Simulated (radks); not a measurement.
Results of a calculation; reference values are marked as such.
Bi, configuration [Hg] 6p3.

Code: a radial shooting solver on a logarithmic mesh with Libxc functionals. Model: non-relativistic Kohn-Sham, exchange-only LDA, spin-polarised, spherical densities, point nucleus; open shells are filled with parallel spins first (spin-orbit coupling, left out, can overturn this in heavy ions); relativity is left out, which matters for an element this heavy.

Energy parts (hartree):
| part | energy |
|---|---|
| total | -20081.7926 |
| kinetic | 20081.7926 |
| electron-nucleus | -47797.9433 |
| Hartree | 7986.5877 |
| exchange | -352.2296 |

Orbitals (lengths in bohr, moments of r in powers of bohr; r(90%) holds 90 % of the orbital's charge):
orbital  occ.  eigenvalue (hartree)      <r>  r(90%)
1s up       1             -2975.437  0.01824  0.0324
1s down     1             -2975.436  0.01824  0.0324
2s up       1             -502.8587  0.07667   0.117
2s down     1             -502.8583  0.07667   0.117
2p up       3             -484.6223  0.06473   0.104
2p down     3             -484.6216  0.06473   0.104
3s up       1             -120.5344   0.1927   0.281
3s down     1             -120.5337   0.1927   0.281
3p up       3             -111.8031   0.1832   0.272
3p down     3             -111.8023   0.1832   0.272
3d up       5             -95.45090   0.1595   0.246
3d down     5             -95.45020   0.1595   0.246
4s up       1             -26.99810   0.4203   0.600
4s down     1             -26.99679   0.4203   0.600
4p up       3             -23.14652   0.4225   0.610
4p down     3             -23.14513   0.4225   0.610
4d up       5             -16.01302   0.4256   0.632
4d down     5             -16.01158   0.4256   0.632
4f up       7              -6.31181   0.4321   0.681
4f down     7              -6.31027   0.4320   0.681
5s up       1              -4.55143   0.9253    1.32
5s down     1              -4.54758   0.9248    1.32
5p up       3              -3.23437   0.9897    1.43
5p down     3              -3.22958   0.9884    1.42
5d up       5              -1.08657    1.222    1.84
5d down     5              -1.07390    1.210    1.81
6s up       1              -0.41174    2.479    3.63
6s down     1              -0.33457    2.436    3.58
6p up       3              -0.17213    3.127    4.71
6p down     0              -0.08732    3.217    4.98

The highest occupied level is 6p up at -4.684 eV. The electron density at the nucleus is 4.105e+05 e/bohr^3.
